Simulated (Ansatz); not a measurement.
A nudged elastic band was laid between two geometries of H2O + H5NOSi (11 atoms, charge 0, multiplicity 1).

The calculation used RKS BLYP/def2-SVP (Ansatz).

```
movable images  : 8
climbing image  : no
spring          : 5.0 eV/Å²
optimiser       : quadratic models (default)
start path      : through a guess of the saddle point
force threshold : 0.05 eV/Å
iteration limit : 60
end points      : relaxed
```

Initial state:

```xyz
11
Properties=species:S:1:pos:R:3
Si -0.142 0.235 0.026
N -0.051 -0.006 1.775
H -0.918 -0.220 2.283
H 0.491 0.678 2.316
H 1.252 0.367 -0.464
O -0.895 1.656 -0.492
H -1.868 1.672 -0.440
H -0.900 -0.953 -0.484
O 1.511 -2.406 1.097
H 0.768 -3.029 0.973
H 1.072 -1.663 1.579
```

Final state:

```xyz
11
Properties=species:S:1:pos:R:3
Si 0.107 -0.616 -0.816
N -0.486 0.224 2.500
H -1.437 0.014 2.837
H 0.006 0.673 3.286
H 0.826 -0.494 -2.126
O 0.065 0.907 -0.151
H -0.231 0.879 0.809
H -1.243 -1.243 -1.000
O 0.888 -1.735 0.205
H 1.850 -1.591 0.279
H -0.025 -0.688 2.345
```

(1) What changes between the two ends?

(2) What energy profile does the band end with?

(3) What is the geometry of the highest image?

The band took 57 iterations and about 21 core-minutes.

## Answers

(1) Bonds broken: Si1–N2, O9–H11. Bonds formed: Si1–O9, N2–H11. H2O + H5NOSi becomes H3N + H4O2Si.

(2) It converged. The highest image is number 2 of 0 to 9, 0.250 eV above the first end and 1.035 eV above the last; the last end lies 0.784 eV below the first. The profile has 3 maxima (images 2, 5, 8) with wells between them (images 4, 7): this band takes more than one step, which may be the mechanism or a detour left from its start path. No image climbed, so the highest image needn't sit at the top of the path. The orbitals stay closed-shell, which can raise the energy where a bond breaks towards radicals; this wasn't checked here.

```
image  path coordinate (Å)  energy (eV)  Si1–N2 (Å)  O9–H11 (Å)  Si1–O9 (Å)
    0                 0.00        0.000        1.77        0.99        3.29
    1                 1.70        0.090        1.76        0.99        3.42
    2                 3.41        0.250        1.77        0.99        3.22
    3                 5.11        0.228        2.04        1.62        1.86
    4                 6.81       -0.412        2.24        2.59        1.71
    5                 8.50       -0.302        3.01        2.53        1.70
    6                10.19       -0.601        3.19        2.37        1.70
    7                11.88       -0.769        3.57        2.58        1.71
    8                13.57       -0.732        3.55        2.28        1.71
    9                15.26       -0.784        3.47        2.55        1.70
```

(3) 
```xyz
11
Properties=species:S:1:pos:R:3
Si 0.183 0.402 0.102
N 0.397 0.140 1.836
H -0.414 0.421 2.401
H 1.257 0.479 2.281
H 1.116 1.492 -0.335
O -1.458 0.782 0.004
H -1.913 0.427 -0.780
H 0.434 -0.775 -0.792
O 0.545 -2.616 1.172
H -0.260 -2.664 0.622
H 0.433 -1.757 1.657
```

The run took 11 min on 2 threads of Arm Neoverse V2 (shared host), peak memory 0.12 GiB.
